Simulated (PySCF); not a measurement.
## Molecular orbitals of TiO⁺

r²SCAN at R = 1.558 Å; Ti def2-TZVPPD, O def2-TZVPPD; no relativity (PySCF 2.14). State: ²Δ (doublet), unpaired electrons δ ↑. Only the outer orbitals are listed, counted within each symmetry.

```
spin  orbital  occ.  ε (eV)  on Ti (%)           main shells (%)
   α       6σ     1  -46.33         94                   94 Ti p
   α       2π     1  -45.73        100                  100 Ti p
   α       2π     1  -45.73        100                  100 Ti p
   α       7σ     1  -28.60         11                    89 O s
   α       3π     1  -14.55         28           72 O p, 26 Ti d
   α       3π     1  -14.55         28           72 O p, 26 Ti d
   α       8σ     1  -14.42         31           64 O p, 30 Ti d
   α       1δ     1  -11.18        100                  100 Ti d
   α       9σ     0   -9.12         82  60 Ti s, 19 Ti d, 14 O p
   α       1δ     0   -9.10        100                  100 Ti d
   α       4π     0   -8.19         79  68 Ti d, 21 O p, 10 Ti p
   β       6σ     1  -45.86         94                   94 Ti p
   β       2π     1  -44.29        100                  100 Ti p
   β       2π     1  -44.29        100                  100 Ti p
   β       7σ     1  -28.82         11                    89 O s
   β       3π     1  -14.61         23           77 O p, 20 Ti d
   β       3π     1  -14.61         23           77 O p, 20 Ti d
   β       8σ     1  -14.37         26           70 O p, 24 Ti d
   β       1δ     0   -8.87        100                  100 Ti d
   β       9σ     0   -8.05         87   66 Ti s, 18 Ti d, 8 O p
   β       1δ     0   -7.93        100                  100 Ti d
```

Which are the highest filled and the lowest empty level, where do they sit, and how wide is the gap?

Highest filled α 1δ at -11.18 eV (in %: 100 Ti d); lowest empty α 9σ at -9.12 eV (in %: 60 Ti s, 19 Ti d, 14 O p); the gap at r²SCAN is 2.06 eV.

```json
{"bond order (Mayer)": "2.46", "⟨S²⟩": "0.764", "charge on Ti (Mulliken, basis-dependent)": "1.36", "charge on Ti (Löwdin, basis-dependent)": "0.99", "dipole moment (positive dipole points towards O; it is taken about the centre of mass and depends on that origin)": "-5.94 D"}
```

With d or f electrons several states lie close, and the lowest PBE0 determinant need not be the measured ground state.
